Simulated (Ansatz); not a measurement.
`[GeH3][S]S[AsH2]` + H₂ → arsine + `S[S][GeH3]` at 298.15 K and 1 bar (hydrogenolysis of the As–S bond).

Isolated molecules relaxed with PBE0-D4/def2-TZVP in Ansatz; ΔE leaves out vibrations. CCSD(T)/CBS adds triple-zeta CCSD(T) − MP2 to the extrapolated MP2 energy (def2 sets, frozen cores). This one scheme is used for every species. For As, Ge outer-core shells are correlated without core-valence functions, which leaves a few kJ/mol of doubt a bond. Scalar relativity is left out up to krypton. Each species was taken in one conformer, which may not be the lowest.

```tsv
species	CCSD(T)/CBS energy (Eh)	H − E (kJ/mol)	S (J/(mol·K))
`[GeH3][S]S[AsH2]`	-5109.69255	136.1	396.3
H₂	-1.17544	35.1	130.4
`[AsH3]`	-2236.79077	67.8	222.9
`S[S][GeH3]`	-2874.07545	108.4	328.4
```

H − E and S are ideal-gas, rigid-rotor, harmonic terms from PBE0-D4/def2-TZVP, for one conformer and one mirror image of each species. The MP2-based limit puts H₂ 0.8 mEh under its directly extrapolated value; such offsets cancel only in part. 1 Eh = 2625.50 kJ/mol, R = 8.31446 J/(mol·K).

Problem. By hand: ΔE, ΔH, ΔS and ΔG.

Solution. ΔE = (-2236.79077) + (-2874.07545) − (-5109.69255) − (-1.17544) = 0.00177 Eh = 4.6 kJ/mol. Δ(H − E) = 67.8 + 108.4 − 136.1 − 35.1 = 5.0, so ΔH = 9.6 kJ/mol. ΔS = 222.9 + 328.4 − 396.3 − 130.4 = 24.6 J/(mol·K). ΔG = 9.6 − 298.15 × (24.6)/1000 = 2.3 kJ/mol.

Problem. By hand: the equilibrium constant, and the temperature at which ΔG would vanish if ΔH and ΔS stayed fixed.

Solution. log₁₀ K = −ΔG/(RT ln 10) = -0.4. ΔG = 0 at ΔH/ΔS = 390 K, though so small a ΔH makes that figure unsure.

TΔS isn't small against ΔH here. The sign of ΔG lies within the doubt. A doubt of 5 kJ/mol in ΔE shifts log₁₀ K by 0.9 here. Other conformers and mirror images would add mixing entropy, several J/(mol·K) or more a flexible species. Modes under 60 cm⁻¹, often nearly free rotors, make the harmonic entropy too high. These are equilibria of isolated gas molecules and say nothing of rates. Largest T1 diagnostic: 0.013 (customary marks: 0.02 for closed shells, 0.045 for open ones).
